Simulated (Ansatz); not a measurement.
Basis sets compared for the cluster Ge3S6. Charge 0, multiplicity 1. Geometry r2SCAN-D4/def2-SVP. Ansatz on 4 threads of Arm Neoverse V1 on a shared host; times are rough, and most runs start from earlier orbitals.

```xyz
9

Ge   -1.991    0.681   -0.598
Ge    1.358    1.366    1.038
Ge    0.633   -2.047   -0.440
S     2.046   -0.691    0.593
S     1.217   -3.945   -0.837
S     2.613    2.631    1.998
S    -3.831    1.313   -1.156
S    -1.388   -1.397   -1.068
S    -0.657    2.089    0.470
```

Another isomer (singlet) lies 0.11 eV lower at PBE0-D4/def2-TZVP; other spin states weren't run for this one.

Binding counts from free atoms (Ge triplet, S triplet) in the same basis, without a counterpoise term.

```tsv
level	functions	energy (Eh)	HOMO (eV)	LUMO (eV)	binding per atom (eV)	wall time
PBE-D4/def2-SVP	204	-8616.9334	-6.28	-3.81	3.35	4.2 s
PBE0-D4/def2-SVP	204	-8617.2613	-7.45	-3.10	3.17	9.5 s
```

(1) Estimate the rows for PBE-D4/def2-TZVP, PBE0-D4/def2-TZVP.

Results:

(1) 
```json
{"level": "PBE-D4/def2-TZVP", "functions": "366", "energy (Eh)": "-8618.5532", "HOMO (eV)": "-6.38", "LUMO (eV)": "-3.85", "binding per atom (eV)": "3.38", "wall time": "10 s"}
{"level": "PBE0-D4/def2-TZVP", "functions": "366", "energy (Eh)": "-8618.8745", "HOMO (eV)": "-7.51", "LUMO (eV)": "-3.19", "binding per atom (eV)": "3.23", "wall time": "43 s"}
```
